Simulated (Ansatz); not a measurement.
Predict a relaxed structure of the cluster Mo2O4⁻, charge -1, doublet, at r2SCAN-D4/def2-SVPD (Ansatz).


Cartesian coordinates in Å:
```
Mo -0.1533 0.1980 0.9957
Mo 0.5955 0.1190 -1.6525
O 0.6007 -1.4480 -2.3390
O -0.7114 1.0700 -0.7153
O 0.8369 1.1071 2.0820
O -1.1684 -1.0462 1.6291
```
 This is one stationary point.

In the def2 sets Mo takes a core potential; there is no spin–orbit coupling. The charge -1 doublet is spin-contaminated (final ⟨S²⟩ up to 1.87, 0.75 for a pure state). The relaxation made no stability test and no search for a lower SCF solution. The structure comes from a short search, and lower isomers may exist.
